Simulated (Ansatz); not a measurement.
Single points on In2Se3⁻.

```yaml
crystal:
  periodic: [false, false, false]
  atoms:
    - {symbol: In, position_ang: [1.987353, -0.301105, 0.709341]}
    - {symbol: In, position_ang: [-1.984088, -0.606980, -0.488267]}
    - {symbol: Se, position_ang: [-0.466915, -1.063184, 1.819848]}
    - {symbol: Se, position_ang: [-0.092833, 1.698197, -0.125201]}
    - {symbol: Se, position_ang: [0.556482, 0.273083, -1.915722]}
basis:
  gaussian: {orbitals: def2-TZVPD, initial_orbitals: start.molden}
total_charge: -1
magnetization: {spin_polarized: true, initial_magnetization: 1}
hamiltonian: {xc: hf}
scf: {omitted_lower_state_checks: [starts]}
output: {orbitals: {seedname: orbitals}}
```

The file start.molden holds the orbitals of an earlier run on this structure, at another level or in another basis.

```sh
$ ansatz run in.yaml --threads 4 --pin off --events-out ev --progress --plain --max-ram 4787MiB
```

Shortened log:

```
Functional definition: HF
2109 factors; integrals over basis functions are off by at most 7.8e-4 eV
mean field evaluation 1: about -206210.9228 eV, gradient 2.9e1 eV
mean field evaluation 2: about -206212.3148 eV, gradient 1.8e0 eV
mean field evaluation 4: about -206212.4621 eV, gradient 3.7e-1 eV
mean field evaluation 8: about -206212.6829 eV, gradient 1.9e-3 eV
mean field -206212.68289020 eV, -7578.1763202383 hartree, gradient 2.5e-5 eV, S^2 0.777297; 0 other end points of the search recorded, 0 dependent functions left out
reference -206212.68289020 eV, -7578.1763202383 hartree; 73, 72 occupied and 210, 211 virtual orbitals, 2109 factors
Total energy: -206212.68289020 eV, -7578.1763202383 hartree
Checks for a lower state left out: starts
```

Hardware: 4 threads of Arm Neoverse V2 on a shared host. Wall time 35 s, peak host memory 1.9 GiB.

Geometry: PBE-D4/def2-SVPD.

In the def2 sets In takes a core potential; there is no spin–orbit coupling. Another isomer (doublet) lies 0.41 eV lower at PBE0-D4/def2-TZVPD; other spin states weren't run for this one.
